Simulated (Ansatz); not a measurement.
`CO[SiH](O)O[SiH2]O` + `[SiH3][SiH2]S` → `O[SiH2]S[SiH2][SiH3]` + `CO[SiH](O)O`  (ligand exchange at the Si–O bond)

Computed with Ansatz on PBE0-D4/def2-TZVP structures; ΔE is electronic, products minus reactants. CCSD(T)/CBS is the MP2 limit (def2-TZVPP, def2-QZVPP) plus CCSD(T) − MP2 in def2-TZVPP, frozen cores. DFT in def2-TZVPP. B3LYP here is the variant with VWN-RPA as its local correlation; programs differ in this. Each species was taken in one conformer, which may not be the lowest.

(1) Is it downhill or uphill in electronic energy at CCSD(T)/CBS, and by how much? (Best estimate.)

(2) What do these levels give: PBE-D4, PBE0-D4, ωB97X-V, ωB97M-V, PBE, r2SCAN, B3LYP, MP2/def2-TZVPP, CCSD/def2-TZVPP, MP2/def2-QZVPP, SCS-MP2/def2-QZVPP, MP2/CBS(def2)? (An estimate is asked.)

Largest T1 diagnostic among the species: 0.012.

Results:

(1) Ansatz gave: Uphill: ΔE = +0.60 eV.

(2) Computed: PBE-D4 0.43, PBE0-D4 0.49, ωB97X-V 0.62, ωB97M-V 0.60, PBE 0.44, r2SCAN 0.57, B3LYP 0.66, MP2/def2-TZVPP 0.59, CCSD/def2-TZVPP 0.68, MP2/def2-QZVPP 0.58, SCS-MP2/def2-QZVPP 0.64, MP2/CBS(def2) 0.55 eV.

From PBE to PBE0 (25 % exact exchange), in def2-TZVPP and without D4, ΔE moves by +0.06 eV. In def2-TZVPP, CCSD(T) changes the Hartree–Fock value by −0.18 eV (the triples alone add −0.04 eV) and MP2 by −0.23 eV.
